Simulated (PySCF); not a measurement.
B3LYP has the VWN-RPA correlation part, as in Gaussian. 

C3H5N, SMILES `C(=N/[H])/C=C` (C–C–C–N torsion 180°) (charge 0, multiplicity 1)

The numbers are results of B3LYP-D3(BJ)/def2-TZVP in PySCF, not measurements.

The HOMO comes out as -7.50 eV and the dipole moment comes out as 0.553 e·Å. The HOMO–LUMO gap is 5.86 eV and the LUMO is -1.64 eV. The total energy comes out as -172.1178 Ha. The cost is around 30 core-seconds (rough).

```xyz
9

C      1.4905     0.0637     0.2649
C      0.2854    -0.3713    -0.0976
C     -0.9219     0.4456     0.0242
N     -2.1076     0.1154    -0.2945
H      2.3746    -0.5519     0.1682
H      1.6273     1.0591     0.6715
H      0.1587    -1.3706    -0.5050
H     -0.7734     1.4472     0.4359
H     -2.1336    -0.8372    -0.6676
```
